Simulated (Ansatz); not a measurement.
Mulliken charges of `[F][In][O][SiH3]` radical from B3LYP/def2-TZVPP in Ansatz (PBE0-D4/def2-TZVP geometry).

| atom | x (Å) | y (Å) | z (Å) | charge (e) |
| --- | --- | --- | --- | --- |
| F1 | -0.133 | -2.447 | 1.821 | -0.466 |
| In2 | -0.761 | -2.248 | -0.028 | 0.847 |
| O3 | -0.475 | -0.462 | -0.849 | -0.550 |
| Si4 | 0.187 | 0.949 | -0.346 | 0.425 |
| H5 | 0.076 | 1.937 | -1.453 | -0.083 |
| H6 | -0.518 | 1.489 | 0.850 | -0.086 |
| H7 | 1.625 | 0.783 | 0.005 | -0.087 |

Problem. By hand: the dipole of these point charges (1 e Å = 4.8032 D).

Solution. Σ q r = (-0.345, -0.463, -0.505) e Å, of length 0.767 e Å = 3.68 D.

Problem. How does the dipole of the full density compare? (Estimate.)

Solution. Ansatz gave: (-0.272, -0.368, -0.397) e Å, 2.91 D; the point charges give 1.26 times that, at 0° from its direction.

Point charges leave out the atoms' own dipoles, such as those of lone pairs, and Mulliken's split depends on the basis, so the two needn't agree.

B3LYP here is the variant with VWN-RPA as its local correlation; programs differ in this.
